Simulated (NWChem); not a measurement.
Molecule: C2H8BNO; SMILES CNB(C)O

```xyz
13

B      0.0315     0.5199     0.0725
C     -0.7783     1.8744     0.0061
H     -1.8540     1.7451    -0.1876
H     -0.3659     2.5248    -0.7826
H     -0.6669     2.4298     0.9517
N     -0.6235    -0.7241    -0.1082
C     -0.0680    -2.0485    -0.0841
H     -1.6206    -0.6972    -0.2789
H     -0.2011    -2.5838    -1.0413
H     -0.5028    -2.6784     0.7126
H      1.0165    -2.0120     0.1044
O      1.3809     0.6120     0.3107
H      1.8284    -0.2380     0.3422
```
Atoms are numbered in this order, from 1.

Coordinates come from a PBE0/def2-SVP optimisation. No frequency run checked for a minimum.

 Unshifted, non-relativistic core excitations; the lowest 4 roots alone, so stronger bands may lie above.

Q: List the first N K-edge excitations from BHandHLYP/6-311G** (spherical d), restricted-window TDA (NWChem).

A: 
| state | energy (eV) | dipole oscillator strength | leading excitation (squared amplitude) |
|---|---|---|---|
| S1 | 399.7 | 0.0226 | 1s of atom 6 or its equivalents → LUMO+1 (0.45) |
| S2 | 400.4 | 0.0260 | 1s of atom 6 or its equivalents → LUMO+3 (0.82) |
| S3 | 401.2 | 0.0030 | 1s of atom 6 or its equivalents → LUMO (0.62) |
| S4 | 402.1 | 0.0175 | 1s of atom 6 or its equivalents → LUMO+2 (0.51) |
